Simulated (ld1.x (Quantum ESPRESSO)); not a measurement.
**Building the ultrasoft potential for tungsten (W) (PBEsol, non-relativistic).**

* Element: tungsten
* Generator: ld1.x (Quantum ESPRESSO) 7.5
* Type: ultrasoft
* Functional: PBEsol
* Relativity: non-relativistic
* Frozen core: [Kr] 4d10 4f14
* Valence charge: 14
* Reference configuration: 5s2 5p6 5d5 6s1 6p0
* Partial waves: 5s (bound): rcut 1.80, rcutus 2.20 bohr; 6s (bound): rcut 1.80, rcutus 2.20 bohr; 5p (bound): rcut 2.05, rcutus 2.35 bohr; 6p (bound, empty): rcut 2.05, rcutus 2.35 bohr; 5d (bound): rcut 1.85, rcutus 2.25 bohr; 5d channel at 0.05 Ry: rcut 1.85, rcutus 2.25 bohr
* Local potential: all-electron potential smoothed inside 1.75 bohr (lloc = -1)
* Core correction: Bessel-smoothed model core inside 1.70 bohr
* Augmentation charge: PSQ, inside the norm-conserving radii

What the tests gave:

| Property | Result |
| --- | --- |
| Configuration tests | test run stopped at test 6 of 7 (negative rho) |
| Lowest eigenvalue of the overlap operator | -0.36 (p channel); it is negative, so in a basis up to 400 Ry S is not positive definite and the file is unfit for use |
| Density cutoff estimated by the generator | 126 Ry |

The ghost test of this file was not conclusive. Its overlap operator is not positive definite in a basis up to 400 Ry (lowest eigenvalue p -0.36), so the file is unfit for use: the generalised eigenproblem breaks down once the basis is large enough, and its test numbers describe a broken file.

Generation and tests took about 6.2 s on one core of a shared server CPU.
